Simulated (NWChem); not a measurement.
**Basis-set convergence for Cl$_{2}$Te**

```xyz
3

Te     0.0000     0.0000    -0.5955
Cl     1.8514     0.0000     0.9108
Cl    -1.8514     0.0000     0.9108
```
Charge 0, spin multiplicity 1.

All runs are NWChem calculations. The geometry was optimised at PBE/def2-SVP with def2 effective core potentials on Te, a minimum by its harmonic frequencies.

Quantity: first vertical ionisation energy at the level G0W0@PBE0.

Effective core potentials replace the inner electrons of Te; spin-orbit coupling is left out. GW and range-separated runs recompute their integrals, the others keep them in memory, which bears on the times. The structure started from a generated list of species.

Relative cost: rough, from shared machines, SCF included, def2-SVP = 1.

```tsv
basis	functions	first vertical ionisation energy (eV)	relative cost
def2-SVP	62	?	1
def2-SVPD	89	?	under 3
def2-TZVP	124	8.65	5
def2-TZVPP	134	8.66	5
def2-TZVPD	151	8.66	8
def2-QZVP	222	?	30
```

**Question.** Some entries are withheld; supply them.

**Answer.** 
- def2-SVP, first vertical ionisation energy (eV): 8.17
- def2-SVPD, first vertical ionisation energy (eV): 8.29
- def2-QZVP, first vertical ionisation energy (eV): 8.91
